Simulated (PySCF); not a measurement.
# A small calculation by hand: oscillator strength and radiative lifetime

C2H4GeN2, SMILES N#C/N=[CH]\[GeH3].

Geometry: B3LYP-D3(BJ)/def2-SVP. The structure was generated by enumeration; whether it is a known compound was not checked.

TDDFT-B3LYP/def2-SVPD (PySCF) puts the first singlet state with f over 0.02 at 5.60 eV (vertical), with the transition dipole (1.015, -0.341, -0.311) in atomic units.

Task: Find the oscillator strength, the wavelength and the radiative lifetime that this transition would have in vacuum if emission retraced absorption.

Result: 
|μ|² = 1.2432 au, so |μ| = 2.83 D. ΔE = 5.60/27.211 = 0.2058 hartree. f = (2/3) ΔE |μ|² = 0.171 (the program prints 0.170).
λ = 1239.84/5.60 = 221 nm; ν = 45167 cm⁻¹.
Einstein's coefficient A = 0.6670 ν² f s⁻¹ (ν in cm⁻¹) = 2.3e8 s⁻¹, so τ = 1/A = 4.3 ns. This state is S2; the lower singlet has f = 0.000. The figure is the radiative limit of this one transition; relaxation, internal conversion, crossing to triplets and a medium change what is measured.
